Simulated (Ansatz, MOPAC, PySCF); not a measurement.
Noncovalent pair: H2O (SMILES O) (first 3 atoms) with ClH3Si (SMILES [SiH3]Cl); geometry from B3LYP-D3(BJ)/def2-TZVP, rigid monomers moved along the line of their centres of mass till O1···Si4 is 3.69 Å.
(charge 0, multiplicity 1):
```xyz
8

O      0.0965    -0.3812     0.0761
H      0.7854    -0.9540    -0.2767
H      0.5661     0.3263     0.5339
Si    -0.4323    -0.9031     3.6887
Cl     0.9510     0.6527     3.6085
H     -0.6950    -1.1465     5.1221
H      0.1696    -2.0991     3.0756
H     -1.6626    -0.4801     3.0025
```

Monomers are frozen at their geometry in the pair; levels with a basis set take the counterpoise correction.

The state that AM1 reach isn't checked.

Codes used: Ansatz (Gaussian orbitals); MOPAC for AM1 (differences of heats of formation); PySCF for the dispersion terms. 

One of these levels gives -1.81 kcal/mol for the interaction energy. Which?
A) AM1
B) PBE/def2-TZVPPD
C) r2SCAN-D3(BJ)/def2-TZVPPD

B, PBE/def2-TZVPPD. The others give -0.38 (AM1), -2.56 (r2SCAN-D3(BJ)/def2-TZVPPD)

Ansatz is an electronic-structure program.
